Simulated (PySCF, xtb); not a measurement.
C6H7, SMILES C1CC=C[C]=C1 (connectivity only; charge and spin as stated), charge +1, multiplicity 1.

GFN2-xTB run with xtb at its own geometry gives an orbital gap of 1.51 eV.

Geometry optimised at ωB97X-D3(BJ)/def2-SVP. The multiplicity is an assumed one; no other spin state was optimised. The isomer is the one that the SMILES or the coordinates give; other isomers of the formula were not compared. Other conformers were not sampled.

### Question
What does PBE/def2-TZVP run with PySCF give? (An estimate is asked for; the answer gives what the named calculation found.)

### Answer
gap 2.00 eV (levels -11.71 and -9.71 eV).
